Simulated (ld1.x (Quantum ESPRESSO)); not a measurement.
# carbon (C): one change to a TM potential, before and after

carbon (C), norm-conserving Troullier–Martins (Kleinman–Bylander form), made with ld1.x (Quantum ESPRESSO) 7.5 (LDA (PZ), scalar-relativistic). Core [He], reference 2s2 2p2. Waves: 2s (bound): rc 1.10 bohr; 2p (bound): rc 2.10 bohr. Local part: all-electron potential smoothed inside 1.65 bohr (lloc = -2). Core correction: Bessel-smoothed model core, default radius (core density twice the valence density).

All-electron outer shells of the reference configuration (LDA (PZ), scalar-relativistic, ld1.x):

```
shell  level (eV)  outermost node (bohr)  outermost maximum (bohr)
   1s     -270.81                      –                      0.18
   2s      -13.64                   0.38                      1.22
   2p       -5.42                      –                      1.19
```

Change: wave 2s (bound): rc 1.10 bohr becomes 2s (bound): rc 1.26 bohr.

Cutoffs: the cutoffs (Ry, on a coarse ladder) from which the occupation-weighted sum of valence levels, in a spherical-Bessel basis at the reference potential, stays within 10 and 1 mRy of its value at 400 Ry; they do not see the model core or the augmentation charge, which bear on the density cutoff. Errors are all-electron minus pseudo energies relative to the spin-unpolarised reference configuration.

Task: How do hardness, ghosts and transferability respond?

Result: The potential gets neither clearly harder nor softer (35 Ry and 90 Ry → 35 Ry and 80 Ry); both files keep a bound ghost (s); the errors of the 9 common tests hardly move.

```csv
quantity,base,changed
"cutoff, loose",35 Ry,35 Ry
"cutoff, tight",90 Ry,80 Ry
bound ghosts,s,s
"error for 2s2 2p1, meV [ΔE 10.99 eV]",+14,+15
"error for 2s2 2p0, meV [ΔE 35.25 eV]",+187,+195
"error for 2s1 2p0, meV [ΔE 83.22 eV]",+420,+417
"error for 2s1 2p2, meV [ΔE 19.48 eV]",-40,-42
"error for 2s0 2p4, meV [ΔE 16.52 eV]",+15,+15
"error for 2s1 2p3, meV [ΔE 8.24 eV]",+3.1,+3.1
"error for 2s2 2p2.3, meV [ΔE -1.20 eV]",-0.1,-0.1
"error for 2s2 2p2 (spin-polarised), meV [ΔE -1.13 eV]",+27,+29
"error for 2s2 2p1 (spin-polarised), meV [ΔE 10.59 eV]",+21,+23
s: phases at 2.29 bohr within 0.05 rad from the reference energy up to (Ry; the scan ends near 5),1.6,1.5
p: phases at 2.29 bohr within 0.05 rad from the reference energy up to (Ry; the scan ends near 5),1.8,1.8
```

 A true bound ghost makes a file unfit for plane-wave use even where its test errors are small: the radial tests pick states by their node count and pass the ghost by.
